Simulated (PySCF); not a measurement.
Broadened absorption spectrum of C2H5FGeSi

Species: C₂H₅FGeSi.
SMILES: `[GeH2]([C]#C[SiH3])[F]`

Level of theory: TDDFT wB97X-D/def2-SVPD, vertical, gas phase, core orbitals frozen in the response (PySCF 2.14.0, density-fitted response routines). Isolated species at its PBE0-D3(BJ)/def2-SVP geometry, gas phase. Relativistic effects, spin–orbit coupling among them, are left out although an element past zinc is present.

Each state is given a Gaussian of 0.25 eV full width at half maximum, with ε(max) = 2.175×10⁸ f / Δν̃ (Δν̃ the width in cm⁻¹). The width is an assumption, not a result. The curve ends short of the highest state used, and states not computed would add to its high-energy end.

```json
{"E (eV)": "5.05", "ε (L mol⁻¹ cm⁻¹)": "0"}
{"E (eV)": "5.10", "ε (L mol⁻¹ cm⁻¹)": "0"}
{"E (eV)": "5.15", "ε (L mol⁻¹ cm⁻¹)": "1"}
{"E (eV)": "5.21", "ε (L mol⁻¹ cm⁻¹)": "5"}
{"E (eV)": "5.26", "ε (L mol⁻¹ cm⁻¹)": "12"}
{"E (eV)": "5.31", "ε (L mol⁻¹ cm⁻¹)": "22"}
{"E (eV)": "5.36", "ε (L mol⁻¹ cm⁻¹)": "33"}
{"E (eV)": "5.42", "ε (L mol⁻¹ cm⁻¹)": "40"}
{"E (eV)": "5.47", "ε (L mol⁻¹ cm⁻¹)": "39"}
{"E (eV)": "5.52", "ε (L mol⁻¹ cm⁻¹)": "40"}
{"E (eV)": "5.58", "ε (L mol⁻¹ cm⁻¹)": "67"}
{"E (eV)": "5.63", "ε (L mol⁻¹ cm⁻¹)": "135"}
{"E (eV)": "5.68", "ε (L mol⁻¹ cm⁻¹)": "250"}
{"E (eV)": "5.74", "ε (L mol⁻¹ cm⁻¹)": "408"}
{"E (eV)": "5.79", "ε (L mol⁻¹ cm⁻¹)": "491"}
{"E (eV)": "5.84", "ε (L mol⁻¹ cm⁻¹)": "483"}
{"E (eV)": "5.89", "ε (L mol⁻¹ cm⁻¹)": "394"}
{"E (eV)": "5.95", "ε (L mol⁻¹ cm⁻¹)": "246"}
{"E (eV)": "6.00", "ε (L mol⁻¹ cm⁻¹)": "139"}
{"E (eV)": "6.05", "ε (L mol⁻¹ cm⁻¹)": "68"}
{"E (eV)": "6.11", "ε (L mol⁻¹ cm⁻¹)": "24"}
{"E (eV)": "6.16", "ε (L mol⁻¹ cm⁻¹)": "8"}
{"E (eV)": "6.21", "ε (L mol⁻¹ cm⁻¹)": "2"}
{"E (eV)": "6.26", "ε (L mol⁻¹ cm⁻¹)": "1"}
{"E (eV)": "6.32", "ε (L mol⁻¹ cm⁻¹)": "0"}
{"E (eV)": "6.37", "ε (L mol⁻¹ cm⁻¹)": "0"}
{"E (eV)": "6.42", "ε (L mol⁻¹ cm⁻¹)": "0"}
{"E (eV)": "6.48", "ε (L mol⁻¹ cm⁻¹)": "0"}
{"E (eV)": "6.53", "ε (L mol⁻¹ cm⁻¹)": "0"}
{"E (eV)": "6.58", "ε (L mol⁻¹ cm⁻¹)": "0"}
{"E (eV)": "6.63", "ε (L mol⁻¹ cm⁻¹)": "0"}
{"E (eV)": "6.69", "ε (L mol⁻¹ cm⁻¹)": "0"}
{"E (eV)": "6.74", "ε (L mol⁻¹ cm⁻¹)": "0"}
{"E (eV)": "6.79", "ε (L mol⁻¹ cm⁻¹)": "0"}
{"E (eV)": "6.85", "ε (L mol⁻¹ cm⁻¹)": "0"}
{"E (eV)": "6.90", "ε (L mol⁻¹ cm⁻¹)": "0"}
{"E (eV)": "6.95", "ε (L mol⁻¹ cm⁻¹)": "0"}
{"E (eV)": "7.01", "ε (L mol⁻¹ cm⁻¹)": "0"}
{"E (eV)": "7.06", "ε (L mol⁻¹ cm⁻¹)": "0"}
{"E (eV)": "7.11", "ε (L mol⁻¹ cm⁻¹)": "0"}
{"E (eV)": "7.16", "ε (L mol⁻¹ cm⁻¹)": "0"}
{"E (eV)": "7.22", "ε (L mol⁻¹ cm⁻¹)": "0"}
{"E (eV)": "7.27", "ε (L mol⁻¹ cm⁻¹)": "0"}
{"E (eV)": "7.32", "ε (L mol⁻¹ cm⁻¹)": "1"}
{"E (eV)": "7.38", "ε (L mol⁻¹ cm⁻¹)": "15"}
{"E (eV)": "7.43", "ε (L mol⁻¹ cm⁻¹)": "102"}
{"E (eV)": "7.48", "ε (L mol⁻¹ cm⁻¹)": "542"}
{"E (eV)": "7.53", "ε (L mol⁻¹ cm⁻¹)": "2318"}
{"E (eV)": "7.59", "ε (L mol⁻¹ cm⁻¹)": "9937"}
{"E (eV)": "7.64", "ε (L mol⁻¹ cm⁻¹)": "26235"}
{"E (eV)": "7.69", "ε (L mol⁻¹ cm⁻¹)": "55561"}
{"E (eV)": "7.75", "ε (L mol⁻¹ cm⁻¹)": "102200"}
{"E (eV)": "7.80", "ε (L mol⁻¹ cm⁻¹)": "133334"}
{"E (eV)": "7.85", "ε (L mol⁻¹ cm⁻¹)": "139824"}
{"E (eV)": "7.90", "ε (L mol⁻¹ cm⁻¹)": "118266"}
{"E (eV)": "7.96", "ε (L mol⁻¹ cm⁻¹)": "73669"}
```

Question: Where are the band maxima, and which computed states make them?

Answer: 228 nm (5.43 eV), ε about 40, made up of S1 (97%) (hardly more than a shoulder); 213 nm (5.81 eV), ε about 500, made up of S2 (90%); 158 nm (7.84 eV), ε about 140000, made up of S5 (99%) (ε in L mol⁻¹ cm⁻¹; maxima over ε = 5, shares over 10%). The states used: S1 5.42 eV (f 0.0004); S2 5.80 eV (f 0.0042); S3 5.92 eV (f 0.0008); S4 7.74 eV (f 0.0024); S5 7.83 eV (f 1.294); S6 7.87 eV (f 0.0000); S7 8.00 eV (f 0.036); S8 8.10 eV (f 0.013); S9 8.50 eV (f 0.0030); S10 8.56 eV (f 0.0002).

Question: On this curve, what absorbance would a 10⁻⁵ mol/L sample give at 222 nm over a 1 cm path?

Answer: 222 nm is 5.585 eV, where ε is about 72 L mol⁻¹ cm⁻¹, so A = ε c l ≈ 0.00072 (Beer–Lambert, with the gas-phase spectrum and the assumed width).

Question: Coming from long wavelengths, where does ε first pass 100 L mol⁻¹ cm⁻¹?

Answer: At about 221 nm (5.61 eV), 0.19 eV above S1.

Question: What would ε be at 7.84 eV, the highest of these maxima, with half the width (0.125 eV)?

Answer: About 278000 L mol⁻¹ cm⁻¹ against 141000, a factor of about 1.97; a lone state at its own centre would give exactly 2.

All these states lie below the vertical ionisation energy of 10.50 eV (ΔSCF).

The run took 38 s wall on an x86-64 server with one thread (shared host).
